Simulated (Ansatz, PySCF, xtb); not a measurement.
Reaction (SMILES): C=C([SiH2]Cl)[SiH2]Cl + 2 C (CH4) + 2 [SiH4] (SiH4) → C=C (C2H4) [ethene] + 2 C[SiH3] + 2 [SiH3]Cl [chlorosilane]
Each molecule is optimised on its own at B3LYP-D3(BJ)/def2-TZVP (Ansatz, a first-principles code), one conformer each, not searched for the lowest.

Wanted: bond separation energy (0 K, with B3LYP-D3(BJ) harmonic zero-point energies from PySCF), in kcal/mol. Cores are frozen in the correlated levels unless marked. Spin-orbit coupling is left out. No relativistic terms. Basis-set limits of correlation are two-point, X^-3; Hartree-Fock from the larger set. The bracket is a focal-point correction in the basis named.

```tsv
level	program	bond separation energy (kcal/mol)	minus last row
GFN1-xTB	xtb	4.2	-6.6
GFN2-xTB	xtb	6.7	-4.1
HF/STO-3G	Ansatz	8.1	-2.7
HF/aug-cc-pV(T+d)Z	Ansatz	5.9	-4.9
PBE/def2-TZVPD	Ansatz	8.5	-2.3
BLYP-D4/def2-TZVPD	Ansatz + dftd4	12.9	2.1
r2SCAN-D4/def2-TZVPD	Ansatz + dftd4	10.9	0.1
PBE0/6-31G*	Ansatz	11.1	0.3
HSE06-D3(BJ)/def2-TZVPD	Ansatz + dftd3	10.9	0.1
B2GP-PLYP/def2-TZVPD	Ansatz	10.0	-0.8
B2PLYP/def2-TZVPD	Ansatz	9.5	-1.3
MP2/6-31G*	Ansatz	15.2	4.4
MP2/aug-cc-pV(T+d)Z	Ansatz	12.8	2.0
CCSD/aug-cc-pV(D+d)Z	Ansatz	11.2	0.4
RI-MP2/CBS(cc-pV(T+d)Z,cc-pV(Q+d)Z)+[CCSD(T)-MP2]/cc-pV(T+d)Z	Ansatz	10.8	0.0
```
